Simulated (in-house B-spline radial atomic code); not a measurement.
He: 1s(1 up, 0 down) 2p(1 up, 0 down) (an excited or competing configuration)

Method: non-relativistic revTPSS, spin-polarised, spherical fractional occupations, point nucleus. Calculated with a B-spline radial code for spherical atoms.

Z_r = [3n² - l(l+1)]/(2<r>); Z_e = n√(-2ε); the last column is Slater's effective charge. Values are occupation-weighted means over spin.

```
shell  electrons   ε (eV)  <r> (bohr)   Z_r   Z_e  Slater
   1s          1  -35.837      0.7589  1.98  1.62    2.00
   2p          1  -1.7085       4.736  1.06  0.71    1.15
```

The least bound orbital is 2p up at -1.709 eV, and it is also the most diffuse (<r> = 4.736 bohr).
